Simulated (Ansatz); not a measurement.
## BF3 (boron trifluoride): the energy to break a bond

The species is BF3 (4 atoms), meant as a singlet with charge 0. As SMILES, `FB(F)F`. The shape was relaxed beforehand at r2SCAN/def2-SVP.

| atom | x (Å) | y (Å) | z (Å) |
| --- | --- | --- | --- |
| F | 0.5450 | 0.2112 | 1.1767 |
| B | 0.0000 | 0.0000 | 0.0000 |
| F | -0.2657 | -1.2261 | -0.3904 |
| F | -0.2793 | 1.0149 | -0.7863 |

Wanted: the dissociation energy of the F4–B2 bond into doublet F and doublet BF2 (shapes relaxed at r2SCAN/def2-SVP, no zero-point term). 1 Eh = 2625.50 kJ/mol = 27.2114 eV. Totals in Eh; open shells run unrestricted unless said.

```
                                     level  program          BF3   doublet F  doublet BF2
                         r2SCAN/def2-TZVPP   Ansatz  -324.572698  -99.727635  -224.576629
                        wB97M-V/def2-TZVPP   Ansatz  -324.634469  -99.745271  -224.612503
CCSD(T)/def2-TZVPP, 4 core orbitals frozen   Ansatz  -324.202937  -99.625056  -224.306059
```

Question: Work out the dissociation energy at each level.

Answer: 
1. r2SCAN/def2-TZVPP: (-99.727635) + (-224.576629) − (-324.572698) = 0.268434 Eh = 704.8 kJ/mol = 7.30 eV.
2. wB97M-V/def2-TZVPP: (-99.745271) + (-224.612503) − (-324.634469) = 0.276695 Eh = 726.5 kJ/mol = 7.53 eV.
3. CCSD(T)/def2-TZVPP: (-99.625056) + (-224.306059) − (-324.202937) = 0.271822 Eh = 713.7 kJ/mol = 7.40 eV.

The levels span 705 to 726 kJ/mol; no measured value is set beside them. A bond enthalpy at 298 K also holds the loss of zero-point energy and thermal terms.
